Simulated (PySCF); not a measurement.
## Which determinant of TiH lies lowest?

Unrestricted PBE0; basis Ti def2-TZVP, H def2-TZVP; no relativity; PySCF 2.14. Outer shells of the fragments: Ti 3d2 4s2; H 1s1.

Followed along the bond (rough minima from three points):

| 2Ms+1 | unpaired | ⟨S²⟩ at the start | R at minimum (Å) | Te (eV) |
| --- | --- | --- | --- | --- |
| 4 | σ ↑, π ↑, δ ↑ | 3.76 | 1.76 | 0.00 |
| 4 | σ ↑, π ↑, δ ↑ | 3.76 | 1.76 | 0.01 |
| 4 | σ ↑, δ ↑↑ | 3.77 | 1.77 | 0.29 |
| 4 | σ ↑, π ↑↑ | 3.76 | 1.74 | 0.39 |
| 2 | σ ↓, π ↑, δ ↑ | 1.64 | 1.75 | 0.51 |
| 2 | σ ↓, π ↑, δ ↑ | 1.75 | 1.76 | 0.60 |

Solutions found at the starting distance of 1.585 Å, counted from the lowest of them; the search is not exhaustive and high or unbound solutions are not listed, so other states can lie among these:

```json
{"2Ms+1": "4", "unpaired": "σ ↑, π ↑, δ ↑", "term": "mixed", "E (eV)": "0.00", "⟨S²⟩": "3.76", "⟨Lz²⟩": "4.90", "μ (D)": "-2.69"}
{"2Ms+1": "4", "unpaired": "σ ↑, π ↑, δ ↑", "term": "mixed", "E (eV)": "0.02", "⟨S²⟩": "3.76", "⟨Lz²⟩": "4.92", "μ (D)": "-2.53"}
{"2Ms+1": "4", "unpaired": "σ ↑, δ ↑↑", "term": "⁴Σ⁻", "E (eV)": "0.32", "⟨S²⟩": "3.77", "⟨Lz²⟩": "0.00", "μ (D)": "-3.10"}
{"2Ms+1": "4", "unpaired": "σ ↑, π ↑↑", "term": "⁴Σ⁻", "E (eV)": "0.36", "⟨S²⟩": "3.76", "⟨Lz²⟩": "0.00", "μ (D)": "-2.28"}
{"2Ms+1": "2", "unpaired": "σ ↓, π ↑, δ ↑", "term": "mixed", "E (eV)": "0.50", "⟨S²⟩": "1.64", "⟨Lz²⟩": "3.95", "μ (D)": "-2.33"}
{"2Ms+1": "2", "unpaired": "σ ↓, π ↑, δ ↑", "term": "mixed", "E (eV)": "0.60", "⟨S²⟩": "1.75", "⟨Lz²⟩": "5.11", "μ (D)": "-2.34"}
```

A term symbol is given only where ⟨S²⟩ and ⟨Lz²⟩ are close to those of a pure state; real π, δ and φ orbitals otherwise mix terms. A positive dipole means Ti(−)H(+).

With d or f electrons several states lie close, and the lowest PBE0 determinant need not be the measured ground state.
